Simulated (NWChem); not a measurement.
Species: Ge cation, doublet

Program: NWChem. Spin-unrestricted. The open p shell is one determinant without spherical averaging. No stability test was run on the SCF state. Total energies compare along this basis series because the functional is fixed.

| level | basis functions | energy (Ha) | highest occupied level (eV) | lowest empty minus highest occupied level, either spin (eV) | <S²> |
|---|---|---|---|---|---|
| PBE/pcseg-1 | 27 | -2076.0878 | -11.73 | 0.21 | 0.752 |
| PBE/aug-pcseg-1 | 36 | -2076.0883 | -11.72 | 0.21 | 0.752 |
| PBE/pcseg-2 | 43 | -2076.3593 | -11.74 | 0.24 | 0.752 |
| PBE/def2-SVP | 32 | -2076.0503 | -11.76 | 0.23 | 0.752 |
